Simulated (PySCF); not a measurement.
A PySCF script (with the pyscf-properties extension) for the NMR shieldings of `N([SiH2]B)CC=C`, C$_{3}$H$_{10}$BNSi, on a GFN2-xTB geometry:

```python
import basis_set_exchange as bse
import numpy as np
from pyscf import gto, dft
from pyscf.prop import nmr

atoms = """
B     2.739164   -0.216524    0.702209
Si    1.416389    0.357909   -0.616905
N     0.024824   -0.673205   -0.589341
C    -0.731052   -0.968804    0.599226
C    -1.823720    0.006294    0.943381
C    -2.146713    1.073033    0.238139
H     3.811206    0.252082    0.699216
H     2.529701   -1.025214    1.521636
H     1.814775    0.226092   -2.032026
H     1.085130    1.803293   -0.470505
H    -0.574310   -0.669658   -1.401778
H    -1.187942   -1.965496    0.500364
H    -0.035540   -1.017237    1.443043
H    -2.365217   -0.242221    1.847546
H    -2.945532    1.730957    0.534634
H    -1.618761    1.337642   -0.662764
"""
names = dict.fromkeys(["B", "Si", "N", "C", "H"], "pcSseg-1")
basis = {el: gto.basis.parse(bse.get_basis(n, elements=[el], fmt="nwchem")) for el, n in names.items()}
mol = gto.M(atom=atoms, basis=basis, charge=0, verbose=0)
mf = dft.RKS(mol, xc="PBE0")
mf.grids.level = 2
mf.grids.alignment = dft.numint.BLKSIZE   # the property module wants whole blocks of grid points
mf.conv_tol = 1e-9
mf.kernel()

calc = nmr.RKS(mf)   # GIAO
C = mf.mo_coeff
Co = C[:, mf.mo_occ > 0]
resp = mf.gen_response(singlet=True, hermi=2)
def vind(x):   # induced exchange potential for any number of trial vectors
    d = np.einsum("pi,xij,qj->xpq", C, 2 * x.reshape(-1, C.shape[1], Co.shape[1]), Co, optimize=True)
    return np.einsum("xpq,pi,qj->xij", resp(d - d.transpose(0, 2, 1)), C, Co, optimize=True).ravel()
mo1, _ = nmr.rhf.solve_mo1(calc, with_cphf=vind)
sigma = calc.kernel(mo1)
for i, s in enumerate(sigma):   # ppm
    print("%2d %-2s %9.2f" % (i, mol.atom_pure_symbol(i), np.trace(s) / 3))
```

Problem. What does it print?

Solution. 
```
 0 B     -17.91
 1 Si    399.15
 2 N     253.98
 3 C     136.49
 4 C      38.94
 5 C      69.19
 6 H      21.10
 7 H      20.74
 8 H      26.41
 9 H      26.15
10 H      31.63
11 H      27.74
12 H      27.70
13 H      25.48
14 H      26.19
15 H      26.10
```

These numbers come from an equivalent density-fitted implementation of the same equations, which agrees with the script to about 0.01 ppm for H and up to a few tenths of a ppm for heavy atoms, so last digits may differ.

Size and cost of the density-fitted run: 159 basis functions, 27 s wall time on 1 thread of an Arm Neoverse V1, shared host; peak memory 0.73 GiB.
